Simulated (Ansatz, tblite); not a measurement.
Removing and adding an electron: `COc1ccc(-c2ccc(-c3ccc(-c4ccc(-c5ccc(-c6ccc(C(F)=C(F)F)cc6)s5)s4)s3)s2)cc1`. The state is a singlet with charge 0. Geometry: PBE-D4/def2-SVP. Ansatz, gas phase; energy differences of separate SCF runs; the oxidised species was run as a doublet alone; the reduced species was run as a doublet alone.

Cartesian coordinates in Å:
```
C -9.065 1.006 -9.746
O -9.457 1.338 -8.427
C -8.535 1.240 -7.433
C -8.980 1.577 -6.135
C -8.112 1.508 -5.050
C -6.759 1.105 -5.208
C -5.856 1.047 -4.062
C -6.062 1.483 -2.753
C -4.955 1.273 -1.898
C -3.869 0.666 -2.531
C -2.582 0.309 -1.994
C -1.486 -0.274 -2.636
C -0.375 -0.478 -1.786
C -0.592 -0.057 -0.471
C 0.298 -0.098 0.658
C 0.064 0.282 1.983
C 1.182 0.104 2.828
C 2.301 -0.416 2.173
C 3.605 -0.724 2.700
C 4.707 -1.292 2.057
C 5.833 -1.443 2.898
C 5.626 -0.999 4.205
C 6.548 -0.997 5.334
C 7.912 -1.348 5.164
C 8.806 -1.351 6.232
C 8.379 -0.998 7.538
C 9.257 -0.976 8.703
F 8.682 -0.609 9.873
C 10.580 -1.274 8.783
F 11.274 -1.215 9.906
F 11.328 -1.654 7.755
C 7.019 -0.645 7.715
C 6.130 -0.647 6.641
S 3.995 -0.377 4.372
S 1.943 -0.679 0.476
S -2.210 0.601 -0.305
S -4.252 0.355 -4.213
C -6.334 0.772 -6.514
C -7.197 0.832 -7.614
H -9.955 1.153 -10.384
H -8.245 1.663 -10.113
H -8.733 -0.054 -9.826
H -10.027 1.887 -6.008
H -8.492 1.764 -4.051
H -6.994 1.961 -2.425
H -4.936 1.561 -0.837
H -1.500 -0.541 -3.701
H 0.574 -0.925 -2.113
H -0.905 0.675 2.321
H 1.184 0.343 3.900
H 4.685 -1.593 1.000
H 6.782 -1.882 2.561
H 8.286 -1.614 4.165
H 9.852 -1.627 6.048
H 6.663 -0.370 8.717
H 5.078 -0.377 6.822
H -5.290 0.463 -6.682
H -6.815 0.564 -8.608
```

The xTB rows come from tblite. Single mean-field runs in def2-SVP are fitted with def2-universal-jkfit.

| level | −HOMO (eV) | vertical IE (eV) | −LUMO (eV) | vertical EA (eV) | HOMO–LUMO gap (eV) | IE − EA (eV) |
| --- | --- | --- | --- | --- | --- | --- |
| GFN1-xTB | 10.33 | 11.73 | 8.88 | 7.50 | 1.46 | 4.24 |
| PBE0-D4/def2-SVP | 5.17 | 6.12 | 2.39 | 1.52 | 2.78 | 4.60 |

(1) Estimate the rows for GFN2-xTB, PBE-D4/def2-SVP.

## Answers

(1) 
| level | −HOMO (eV) | vertical IE (eV) | −LUMO (eV) | vertical EA (eV) | HOMO–LUMO gap (eV) | IE − EA (eV) |
| --- | --- | --- | --- | --- | --- | --- |
| GFN2-xTB | 9.68 | 11.06 | 8.28 | 6.94 | 1.39 | 4.12 |
| PBE-D4/def2-SVP | 4.40 | 5.76 | 2.86 | 1.58 | 1.55 | 4.18 |

 Raw xTB energy differences between charge states are shifted by several eV; the methods need an empirical correction for them. Sets without diffuse functions give affinities that are too small.
